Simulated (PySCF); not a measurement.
Isomers C6H10N2OSi:

A. SMILES CC(=O)c1cn(C)nc1[SiH3]
B. `CC(=O)C1=C([SiH3])N(C)N=C1`
C. SMILES C=C[C@@H](/C=N/C)O[SiH2]C#N

Spectrum 1. 13C{1H} NMR (computed): δ 198.6 (C), 149.8 (C), 140.0 (CH), 139.2 (C), 40.7 (CH3), 28.5 (CH3).

Spectrum 2. 13C{1H} NMR (computed): δ 196.7 (C), 155.1 (C), 137.4 (C), 134.0 (CH), 39.7 (CH3), 29.0 (CH3).

Spectrum 3. 13C{1H} NMR (computed): δ 167.9 (CH), 143.3 (CH), 127.3 (C), 121.7 (CH2), 83.1 (CH), 50.3 (CH3).

- NMR shieldings at PBE0/pcSseg-1/GIAO
- GFN2-xTB geometry
- run in PySCF
- single conformer, non-relativistic, isolated molecule, rapidly exchanging positions averaged

References, each an isolated molecule treated in the same way: 13C vs TMS. Shifts are as computed. Against solution values, carbons near 30 ppm lie about +3 ppm off and those near 130 ppm about +5 ppm. Of 1211 compounds with measured shifts, 218 miss one by over three times the rms of a fit or turn the order of signals round; such compounds aren't used in these exercises.

Question: Match each spectrum to its structure.

Answer: 1–B, 2–A, 3–C.

- Spectrum 1 (B): 6 13C signals; δC 198.6 is a ketone carbonyl carbon; δC 40.7 is a methyl carbon bonded to N.
- Spectrum 2 (A): 6 13C signals; δC 196.7 is a ketone carbonyl carbon; δC 39.7 is a methyl carbon bonded to N.
- Spectrum 3 (C): 6 13C signals; δC 143.3 is an alkene CH; δC 127.3 is a nitrile carbon.
